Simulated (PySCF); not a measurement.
# Nuclear quadrupole coupling in SiEt2(NHMe)2

Compound: SiEt2(NHMe)2, C6H18N2Si.
Geometry (PBE0-D3(BJ)/def2-SVP, Å), atoms numbered from 1 in this order:
```xyz
27
C6H18N2Si angstrom
Si    -0.033    0.023    0.043
C     -0.075   -0.128    1.925
C     -1.469    0.029    2.526
H      0.608    0.637    2.334
H      0.367   -1.099    2.217
H     -1.465   -0.045    3.625
H     -1.902    1.008    2.264
H     -2.161   -0.737    2.143
C      1.760    0.035   -0.550
C      2.505   -1.255   -0.217
H      2.290    0.903   -0.119
H      1.750    0.200   -1.642
H      3.527   -1.265   -0.627
H      2.591   -1.405    0.872
H      1.978   -2.135   -0.622
N     -0.800    1.444   -0.599
C     -0.208    2.733   -0.845
H     -1.811    1.468   -0.518
H     -0.269    3.434    0.012
H      0.859    2.621   -1.089
H     -0.674    3.237   -1.710
N     -0.974   -1.311   -0.545
C     -1.297   -1.543   -1.930
H     -1.060   -2.129    0.047
H     -2.314   -1.957   -2.054
H     -1.276   -0.583   -2.469
H     -0.597   -2.227   -2.451
```

Field gradients from the PBE0/pcSseg-1 density (PySCF, non-relativistic), principal values in atomic units, ordered |Vxx| ≤ |Vyy| ≤ |Vzz|:

```csv
atom,Vxx,Vyy,Vzz
N16,0.3162,0.7521,-1.0683
N22,0.3133,0.7497,-1.0630
```

Question: Find the asymmetry η = (Vxx − Vyy)/Vzz and the couplings χ = eQV/h (234.96 MHz × Q in barn × V in au), with Q(14N) = 0.02044 b.

Answer: 
| atom | environment | nucleus | η | χzz (MHz) | χxx (MHz) | χyy (MHz) |
| --- | --- | --- | --- | --- | --- | --- |
| N16 | nitrogen bonded to C, Si and H | 14N | 0.41 | -5.13 | 1.52 | 3.61 |
| N22 | nitrogen bonded to C, Si and H | 14N | 0.41 | -5.11 | 1.50 | 3.60 |

The tensor is traceless: Vxx + Vyy + Vzz = 0.

Question: What is Vzz at N22 in SI units (1 au = 9.71736 × 10²¹ V/m²)?

Answer: -1.0630 au = -10.330 × 10²¹ V/m².

Question: And the gradient at the other heavy atoms, for which no coupling is worked out here?

Answer: 
```tsv
atom	environment	Vzz (au)	η
Si1	silicon bonded to 2 C and 2 N	-0.259	0.98
C2	carbon bonded to C, Si and 2 H	-0.151	0.29
C3	carbon bonded to C and 3 H	0.060	0.10
C9	carbon bonded to C, Si and 2 H	-0.149	0.37
C10	carbon bonded to C and 3 H	0.059	0.10
C17	carbon bonded to N and 3 H	0.218	0.10
C23	carbon bonded to N and 3 H	0.223	0.19
```

Were the hydrogens deuterons (Q(2H) = 0.00286 b), χzz would run from 185 kHz (H19) to 277 kHz (H24).

Isolated species at its PBE0-D3(BJ)/def2-SVP geometry (one conformer only). With a basis this small, the couplings can be 20 % off.
